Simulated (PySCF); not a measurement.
Spectrum to structure. Level of theory: TDDFT CAM-B3LYP/def2-SVPD, vertical, gas phase, core orbitals frozen in the response (PySCF). Geometries: PBE0-D3(BJ)/def2-SVP, one conformer each. Relativistic effects are left out although some hold elements past zinc.

```tsv
state	E (eV)	λ (nm)	f
S1	5.84	212.4	0.0035
S2	6.43	192.8	0.368
S3	7.23	171.4	0.0038
S4	7.55	164.3	0.0040
S5	7.77	159.5	0.013
S6	7.90	156.9	0.0082
S7	7.94	156.1	0.0009
S8	7.99	155.2	0.023
S9	8.25	150.3	0.021
S10	8.29	149.5	0.034
```

Question: Which candidate is it?
A. `[H][Ga]([H])[CH]=C`
B. `[SiH2]1C[SiH2]C1`
C. `C#C[C@@H](C)N`
D. `[CH]([GaH2])=C`
E. `[SiH3]/C=C\[SiH3]`

Answer: E. Its S1 lies at 5.84 eV; the nearest of the others has S1 at 6.35 eV. S1 is HOMO-1→LUMO (95%). Löwdin shares by element: HOMO carbon 66%, silicon 14% (atoms not listed hold the other 19%); LUMO carbon 59%, silicon 22% (atoms not listed hold the other 19%). At the same level the other candidates give, for their lowest levels:
- `C=[CH][GaH2]`: 4.87 eV (f 0.002); 5.29 eV (f 0.000); 5.85 eV (f 0.176); 6.89 eV (f 0.008); 7.67 eV (f 0.083); T1 3.92 eV; HOMO -9.43, LUMO -0.83 eV
- `C#C[C@@H](C)N`: 6.35 eV (f 0.004); 6.56 eV (f 0.008); 6.77 eV (f 0.004); 6.84 eV (f 0.003); 7.48 eV (f 0.026); T1 5.35 eV; HOMO -8.61, LUMO 1.19 eV
- `[H][Ga]([H])[CH]=C`: 4.87 eV (f 0.002); 5.29 eV (f 0.000); 5.85 eV (f 0.176); 6.90 eV (f 0.008); 7.67 eV (f 0.083); T1 3.92 eV; HOMO -9.44, LUMO -0.83 eV
- `C1[SiH2]C[SiH2]1`: 6.51 eV (f 0.000); 6.97 eV (f 0.000); 6.97 eV (f 0.002); 7.59 eV (f 0.000); 7.79 eV (f 0.000); T1 6.28 eV; HOMO -8.98, LUMO 0.88 eV
Triplets come from the Tamm–Dancoff approximation.

Without π bonds the low states are Rydberg-like; a valence basis with one diffuse set may place them up to an eV too high.
